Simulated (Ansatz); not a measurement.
Geometry optimisation of `C[C@@H](F)[C@@H]1BC1`.

```yaml
crystal:
  periodic: [false, false, false]
  atoms:
    - {symbol: C, position_ang: [0.262874, -1.796099, 0.588072]}
    - {symbol: C, position_ang: [0.812314, -0.479355, 0.059635]}
    - {symbol: F, position_ang: [1.845500, -0.764205, -0.842634]}
    - {symbol: C, position_ang: [-0.232285, 0.382799, -0.622388]}
    - {symbol: B, position_ang: [-0.066012, 1.891834, -0.878770]}
    - {symbol: C, position_ang: [-1.042572, 1.411484, 0.205503]}
    - {symbol: H, position_ang: [-0.530392, -1.614256, 1.340502]}
    - {symbol: H, position_ang: [-0.173190, -2.388290, -0.242135]}
    - {symbol: H, position_ang: [1.067256, -2.394260, 1.060166]}
    - {symbol: H, position_ang: [1.264563, 0.100037, 0.900070]}
    - {symbol: H, position_ang: [-0.806307, -0.172859, -1.390668]}
    - {symbol: H, position_ang: [0.457809, 2.782347, -1.497505]}
    - {symbol: H, position_ang: [-0.733377, 1.544855, 1.260973]}
    - {symbol: H, position_ang: [-2.139081, 1.466868, 0.087980]}
basis:
  gaussian: {orbitals: def2-TZVP}
hamiltonian: {xc: pbe0, dispersion: d4}
relax: {f_tol: 0.005, max_steps: 150}
```

```sh
$ ansatz run in.yaml --threads 4 --pin off --events-out ev --progress --plain --max-ram 10444MiB
```

Output, abridged:

```
Functional definition: PBE0
mean field -7664.16298798 eV, -281.6527948521 hartree, gradient 9.3e-6 eV, S^2 0.000000; 0 other end points of the search recorded, 0 dependent functions left out
relax step   1: F+E_penalty+E_count = -7664.37980156 eV  Δ(F+E_penalty+E_count) = +0.000e0 eV  max|allowed force component| = 6.109e-1 eV/Å  Δτ_max = 0.0000 Å  (30 SCF iters, accepted)
mean field -7664.21471161 eV, -281.6546956605 hartree, gradient 2.1e-5 eV, S^2 0.000000; 0 other end points of the search recorded, 0 dependent functions left out
relax step   2: F+E_penalty+E_count = -7664.43277470 eV  Δ(F+E_penalty+E_count) = -5.297e-2 eV  max|allowed force component| = 1.767e-1 eV/Å  Δτ_max = 0.0366 Å  (33 SCF iters, accepted)
mean field -7664.21959191 eV, -281.6548750079 hartree, gradient 2.0e-5 eV, S^2 0.000000; 0 other end points of the search recorded, 0 dependent functions left out
relax step   3: F+E_penalty+E_count = -7664.43821022 eV  Δ(F+E_penalty+E_count) = -5.436e-3 eV  max|allowed force component| = 5.137e-2 eV/Å  Δτ_max = 0.0172 Å  (33 SCF iters, accepted)
mean field -7664.21977787 eV, -281.6548818419 hartree, gradient 1.9e-5 eV, S^2 0.000000; 0 other end points of the search recorded, 0 dependent functions left out
relax step   4: F+E_penalty+E_count = -7664.43842496 eV  Δ(F+E_penalty+E_count) = -2.147e-4 eV  max|allowed force component| = 1.458e-2 eV/Å  Δτ_max = 0.0043 Å  (34 SCF iters, accepted)
mean field -7664.21981074 eV, -281.6548830499 hartree, gradient 1.9e-5 eV, S^2 0.000000; 0 other end points of the search recorded, 0 dependent functions left out
relax step   5: F+E_penalty+E_count = -7664.43847105 eV  Δ(F+E_penalty+E_count) = -4.609e-5 eV  max|allowed force component| = 1.577e-2 eV/Å  Δτ_max = 0.0023 Å  (34 SCF iters, accepted)
mean field -7664.21984206 eV, -281.6548842009 hartree, gradient 2.0e-5 eV, S^2 0.000000; 0 other end points of the search recorded, 0 dependent functions left out
relax step   6: F+E_penalty+E_count = -7664.43854703 eV  Δ(F+E_penalty+E_count) = -7.598e-5 eV  max|allowed force component| = 7.942e-3 eV/Å  Δτ_max = 0.0073 Å  (33 SCF iters, accepted)
mean field -7664.21984279 eV, -281.6548842276 hartree, gradient 1.9e-5 eV, S^2 0.000000; 0 other end points of the search recorded, 0 dependent functions left out
relax step   7: F+E_penalty+E_count = -7664.43856165 eV  Δ(F+E_penalty+E_count) = -1.461e-5 eV  max|allowed force component| = 5.159e-3 eV/Å  Δτ_max = 0.0025 Å  (34 SCF iters, accepted)
mean field -7664.21984447 eV, -281.6548842895 hartree, gradient 1.9e-5 eV, S^2 0.000000; 0 other end points of the search recorded, 0 dependent functions left out
relax step   8: F+E_penalty+E_count = -7664.43856786 eV  Δ(F+E_penalty+E_count) = -6.210e-6 eV  max|allowed force component| = 3.249e-3 eV/Å  Δτ_max = 0.0026 Å  (34 SCF iters, accepted)
mean field -7664.21984447 eV, -281.6548842895 hartree, gradient 1.9e-5 eV, S^2 0.000000; 1 other end points of the search recorded, 0 dependent functions left out
Total energy: -7664.43860198 eV, -281.6629234799 hartree
Atom 0 at     0.258125    -1.778037     0.581468 Å, force    -0.000149    -0.000534    -0.003249 eV/Å
Atom 1 at     0.799741    -0.470184     0.058086 Å, force     0.002248     0.002475     0.002393 eV/Å
Atom 2 at     1.834688    -0.755634    -0.831925 Å, force    -0.001731    -0.000858     0.000856 eV/Å
Atom 3 at    -0.233880     0.375009    -0.628709 Å, force     0.002039    -0.000599     0.001682 eV/Å
Atom 4 at    -0.064939     1.872414    -0.872643 Å, force    -0.001263    -0.001066    -0.000105 eV/Å
Atom 5 at    -1.023030     1.397885     0.210210 Å, force    -0.000355    -0.000081    -0.002459 eV/Å
Atom 6 at    -0.538547    -1.590236     1.304160 Å, force     0.000014     0.000852     0.000234 eV/Å
Atom 7 at    -0.151509    -2.368952    -0.240802 Å, force    -0.001122    -0.001622     0.000401 eV/Å
Atom 8 at     1.045471    -2.354956     1.069789 Å, force     0.000516     0.000152    -0.000429 eV/Å
Atom 9 at     1.250875     0.101734     0.878888 Å, force     0.000472     0.001324     0.000340 eV/Å
Atom 10 at    -0.819121    -0.176065    -1.365325 Å, force    -0.001702     0.000690     0.000122 eV/Å
Atom 11 at     0.448051     2.753720    -1.472493 Å, force     0.000579     0.000434     0.000384 eV/Å
Atom 12 at    -0.718180     1.512451     1.249494 Å, force     0.000727    -0.001269    -0.000112 eV/Å
Atom 13 at    -2.100645     1.451751     0.088603 Å, force    -0.000272     0.000102    -0.000058 eV/Å
Dipole moment:    -0.340884     0.053577     0.239790 e Å
```

Hardware: 4 threads of an Arm Neoverse V1 on a shared host. Wall time 38 s, peak host memory 0.67 GiB.
